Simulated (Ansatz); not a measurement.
Relaxation of CH6AlFO3Si (13 atoms, charge 0, multiplicity 1), to a largest force component of 0.015 eV/Å in at most 40 steps.

Theory: Ansatz, RKS PBE-D4/6-31G*.

```xyz
13
Properties=species:S:1:pos:R:3:forces:R:3
C 0.432 -0.745 2.181 -0.78 2.95 0.74
O 1.215 -0.920 1.061 -0.22 -0.75 -2.97
Al 0.150 -1.215 -0.460 1.37 -2.36 1.70
F -0.235 -2.881 -0.889 0.43 1.92 0.55
Si -0.536 0.606 -1.771 0.39 2.06 0.53
O -1.483 1.690 -0.791 1.54 -0.52 0.32
O 0.851 1.457 -2.369 -1.90 -1.32 -1.03
H -0.207 -1.576 2.375 -0.88 -1.13 0.59
H 1.024 -0.505 3.103 0.00 -0.32 -0.39
H -0.247 0.206 2.050 0.46 -1.09 0.40
H -1.363 0.115 -2.850 -0.52 0.03 -0.88
H -0.860 1.962 -0.039 -1.11 -0.21 -0.82
H 1.279 1.772 -1.587 1.22 0.74 1.26
```

Problem. Where does it end, and by what steps?

Solution. The run converged. After 28 steps the energy has fallen by 1.073 eV; H10 moved furthest, 1.38 Å.

```
step  energy less start (eV)  largest force component (eV/Å)  accepted
   0                  0.0000                           2.972       yes
   1                 -0.5697                           1.685       yes
   2                 -0.6973                           1.542       yes
   3                 -0.8003                           0.572       yes
   4                 -0.8233                           0.193       yes
   5                 -0.8397                           0.207       yes
   6                 -0.8594                           0.116       yes
   7                 -0.8701                           0.292       yes
   8                 -0.8762                           0.178       yes
   9                 -0.8843                           0.117       yes
  10                 -0.8885                           0.158       yes
  11                 -0.8935                           0.107       yes
  12                 -0.9011                           0.408       yes
  13                 -0.9125                           0.350       yes
  14                 -0.9445                           0.618       yes
  15                 -0.9598                           0.918       yes
  16                 -0.9926                           1.127       yes
  17                 -1.0293                           0.728       yes
  18                 -1.0562                           0.413       yes
  19                 -1.0659                           0.161       yes
  20                 -1.0691                           0.107       yes
  21                 -1.0704                           0.064       yes
  22                 -1.0695                           0.099        no
  23                 -1.0712                           0.026       yes
  24                 -1.0717                           0.028       yes
  25                 -1.0722                           0.038       yes
  26                 -1.0724                           0.027       yes
  27                 -1.0724                           0.036        no
  28                 -1.0726                           0.012       yes
```

```xyz
13
Properties=species:S:1:pos:R:3
C 0.169 -0.783 2.430
O 0.004 -0.332 1.092
Al 0.046 -1.105 -0.457
F 0.385 -2.740 -0.583
Si -0.453 0.769 -1.951
O -0.951 1.846 -0.759
O 0.805 1.326 -2.912
H 0.457 -1.850 2.483
H 0.953 -0.186 2.930
H -0.775 -0.650 2.991
H -1.546 0.591 -2.954
H -0.690 1.515 0.130
H 1.617 1.566 -2.425
```

Run time: 110 s on 2 threads of Intel(R) Xeon(R) Platinum 8259CL CPU @ 2.50GHz (Skylake/Cascade Lake), with other jobs on the host, peak memory 0.2 GiB.
